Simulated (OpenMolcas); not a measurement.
Multiconfigurational calculation on B2+

Input:

```
&GATEWAY
Coord
1

B 0.0 0.0 0.0
Basis=ANO-L-VQZP
Group=XYZ
NoMove
AngMom=0.0 0.0 0.0
AMFI
&SEWARD
&RASSCF
FileOrb=start.orb
Symmetry=1
Spin=2
nActEl=1 0 0
Inactive=1 0
Ras2=1 3
CIRoot=1 1 1
SDav=1
CIMx=300
Iter=120 100
PrWF=0.3
OrbListing=Nothing
MaxOrb=0
Atom
>>> COPY $Project.JobIph JOBPRE
&RASSCF
FileOrb=start.orb
Symmetry=1
Spin=2
nActEl=1 0 1
Inactive=1 0
Ras2=1 3
Ras3=5 0
CIRoot=1 1 1
SDav=6
CIMx=300
Iter=120 100
PrWF=0.3
OrbListing=Nothing
MaxOrb=0
Thrs=2.0e-7 1.0e-1 5.0e-4
Atom
>>> COPY $Project.JobIph JOB001
&RASSCF
FileOrb=start.orb
Symmetry=2
Spin=2
nActEl=1 0 1
Inactive=1 0
Ras2=1 3
Ras3=5 0
CIRoot=3 3 1
SDav=3
CIMx=300
Iter=120 100
PrWF=0.3
OrbListing=Nothing
MaxOrb=0
Thrs=2.0e-7 1.0e-1 5.0e-4
Atom
>>> COPY $Project.JobIph JOB002
&RASSI
NrOfJobIphs=2 1 3
1
1 2 3
IphNames
JOB001
JOB002
EJob
SpinOrbit
DIPRint=1.0
SOCoupling=1000.0
Subsets=2
MEES
Property=10
'ANGMOM' 1 'ANGMOM' 2 'ANGMOM' 3 'MLTPL  1' 1 'MLTPL  1' 2 'MLTPL  1' 3
'AMFI' 1 'AMFI' 2 'AMFI' 3 'MLTPL  2' 6
SOProperty=3
'ANGMOM' 1 'ANGMOM' 2 'ANGMOM' 3
```

Launched by
```bash
OMP_NUM_THREADS=1 MOLCAS_MEM=2252 MOLCAS_PROJECT=a pymolcas a.inp > a.log  # once for each step of the input, in one work folder
```

A driver script runs the steps one by one and writes start.orb anew before each from the orbitals found so far.

Output, cut to the results:

```
--- SEWARD ---
Basis set label: B.ANO-L...5S4P3D2F.

      Electronic valence basis set:
      ------------------
      Associated Effective Charge   5.000000 au
      Associated Actual Charge      5.000000 au
      Nuclear Model: Point charge

      Shell  nPrim  nBasis  Cartesian Spherical Contaminant
         s      14       5        X
         p       9       4        X
         d       4       3                 X
         f       3       2                 X
                  Atomic mean-field integrals
--- RASSCF ---
Wave function specifications:
      -----------------------------

      Number of closed shell electrons           2
      Number of electrons in active shells       1
      Max number of holes in RAS1 space          0
      Max nr of electrons in RAS3 space          1
      Number of inactive orbitals                1
      Number of active orbitals                  9
      Number of secondary orbitals              36
      Spin quantum number                      0.5
      State symmetry                             1
Orbital specifications:
      -----------------------

      Symmetry species                           1   2
                                                ag  au
      Frozen orbitals                            0   0
      Inactive orbitals                          1   0
      Active orbitals                            6   3
      RAS1 orbitals                              0   0
      RAS2 orbitals                              1   3
      RAS3 orbitals                              5   0
      Secondary orbitals                        13  23
      Deleted orbitals                           0   0
      Number of basis functions                 20  26
      Number of CSFs                             6
      Number of root(s) required                 1
      Iter CI   SX   CI       RASSCF       Energy    max ROT     max BLB   max BLB  Level Ln srch  Step   QN
          iter iter root      energy       change     param      element    value   shift minimum  type update
 Nr of preliminary CI iterations:   1
 ###############################################################################
 ###############################################################################
 ###                                                                         ###
 ###                                                                         ###
 ###    WARNING: Problems in orbital optimization.                           ###
 ###                                                                         ###
 ###                                                                         ###
 ###############################################################################
 ###############################################################################
  Warning: In symmetry  1, orbital p=   3 has diagonal density matrix element D(p,p) close to zero. D(p,p)=  1.489993E-67
  Warning: In symmetry  1, orbital p=   4 has diagonal density matrix element D(p,p) close to zero. D(p,p)=  2.018295E-63
        ...
  Warning: In symmetry  2, orbital p=   1 has diagonal density matrix element D(p,p) close to zero. D(p,p)=  0.000000E+00
  Warning: In symmetry  2, orbital p=   2 has diagonal density matrix element D(p,p) close to zero. D(p,p)=  0.000000E+00
  Warning: In symmetry  2, orbital p=   3 has diagonal density matrix element D(p,p) close to zero. D(p,p)=  0.000000E+00
        4   1    1    1   -23.37589729   -1.78E-14   0.00E+00    2   8 1 -1.83E-08   0.50   0.00    SX    NO
      Convergence after  4 iterations
        5   1    1    1   -23.37589729    4.97E-14   0.00E+00    2   8 1 -1.83E-08   0.50   0.00    SX    NO
      Natural orbitals and occupation numbers for root  1
      sym 1:   1.000000   0.000000   0.000000   0.000000   0.000000   0.000000
      sym 2:   0.000000   0.000000   0.000000
::    RASSCF root number  1 Total energy:    -23.37589729
--- RASSCF ---
Wave function specifications:
      -----------------------------

      Number of closed shell electrons           2
      Number of electrons in active shells       1
      Max number of holes in RAS1 space          0
      Max nr of electrons in RAS3 space          1
      Number of inactive orbitals                1
      Number of active orbitals                  9
      Number of secondary orbitals              36
      Spin quantum number                      0.5
      State symmetry                             2
Orbital specifications:
...
--- RASSI ---
SPIN-FREE ENERGIES:
  (Shifted by EMIN (a.u.) =        -23.3758972895)

 SF State       Relative EMIN(au)   Rel lowest level(eV)    D:o, cm**(-1)      L_eff

     1             0.0000000000        0.0000000000              0.0000         0.0
     2             0.2232442033        6.0747842434          48996.4392         1.0
     3             0.2232442033        6.0747842434          48996.4392         1.0
     4             0.2232442033        6.0747842434          48996.4392         1.0
     Dipole printing threshold changed to   1.00000000E+00

++ Dipole transition strengths (spin-free states):
   -----------------------------------------------
     for osc. strength at least  1.00000000E+00

  ( Max oscillator strength is only   0.12525869268619105      )
--
Eigenvalues of complex Hamiltonian:
   -----------------------------------
  (Shifted by EMIN (a.u.) =        -23.3758972895)

 SO State       Relative EMIN(au)   Rel lowest level(eV)    D:o, cm**(-1)     J-value

     1             0.0000000000        0.0000000000              0.0000         0.4
     2             0.0000000000        0.0000000000              0.0000         0.4
     3             0.2231557356        6.0723769139          48977.0228         0.4
     4             0.2231557356        6.0723769139          48977.0228         0.4
     5             0.2232884372        6.0759879082          49006.1474         1.4
     6             0.2232884372        6.0759879082          49006.1474         1.4
     7             0.2232884372        6.0759879082          49006.1474         0.8
     8             0.2232884372        6.0759879082          49006.1474         0.8
Weights of the five most important spin-orbit-free states for each spin-orbit state.

 SO State  Total energy (au)           Spin-free states, spin, and weights
 -------------------------------------------------------------------------------------------------------
...
```

The J values that RASSI prints are effective ones from its own formula and need not be integers or half-integers; the table below assigns J from the states.

Levels above the lowest, from the spin-orbit matrix, grouped by J:

```tsv
Configuration	Term	J	E (cm-1)	Measured (cm-1)	Term weight %
2s	2S	1/2	0.0	0.0	100
2p	2P*	1/2	48977	48358	100
2p	2P*	3/2	49006	48393	100
```

Against the 2 measured excited levels shown (Moore, Atomic Energy Levels, vol. I, NSRDS-NBS 35 (1971 reprint of NBS Circular 467, 1949)) the mean absolute deviation is 620 cm-1; the largest miss in energy is 2p 2P* 1/2: computed 48977, measured 48358 cm-1 (+1.3 %).

With one active electron outside closed inactive shells, the extra shells (3d) add no correlation to the reference. With one active electron the reference holds no correlation, so core polarisation is missing. Measured partners are found by configuration, term and J. A level has none where our copy of the source lacks it or the pairing is in doubt (some pairs that miss far off the trend of their configuration count as doubtful), and it then counts in no deviation. Only configurations of the active space appear. The first state left out of the spin-orbit step lies near 200000 cm-1 above the lowest spin-free state of the reference (among the parities and spins computed), and the list stops at four fifths of that energy or lower.

The term weight is that of the spin-free term in the level, not the purity of its configuration. * marks odd parity.
